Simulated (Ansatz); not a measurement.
Reaction (substitution at a C–Ge bond): `N[CH2][GeH]([F])[SH]` + H₂S → `NCS` + `[F][GeH2][SH]`

Program: Ansatz. Geometries: PBE0-D4/def2-TZVP. ΔE: electronic, gas phase. CCSD(T)/CBS adds triple-zeta CCSD(T) − MP2 to the extrapolated MP2 energy (def2 sets, frozen cores). This one scheme is used for every species. Functionals use def2-TZVPP. B3LYP here is the variant with VWN-RPA as its local correlation; programs differ in this. For Ge outer-core shells are correlated without core-valence functions, which leaves a few kJ/mol of doubt a bond. Scalar relativity is left out up to krypton. One conformer a species, not always the lowest.

```
         level  ΔE (eV)
     r2SCAN-D4     0.38
        B2PLYP     0.37
           PBE     0.33
         B3LYP     0.33
MP2/def2-TZVPP     0.44
 HF/def2-QZVPP     0.28
  HF/CBS(def2)     0.28
CCSD/CBS(def2)     0.42
```

**Question.** What does CCSD(T)/CBS give? (Estimate.)

**Answer.** Computed: +0.43 eV. The listed levels differ from it by -0.05, -0.06, -0.10, -0.10, 0.01, -0.15, -0.15, -0.01 eV.

Largest T1 diagnostic among the species: 0.012.

In def2-TZVPP, CCSD(T) changes the Hartree–Fock value by +0.14 eV (the triples alone add +0.01 eV) and MP2 by +0.15 eV. The D4 term adds +0.06 eV with B3LYP and +0.04 eV with PBE0; it sums over pairs of atoms, weighted by their polarisabilities, and B3LYP, whose exchange is more repulsive, gets the larger term.
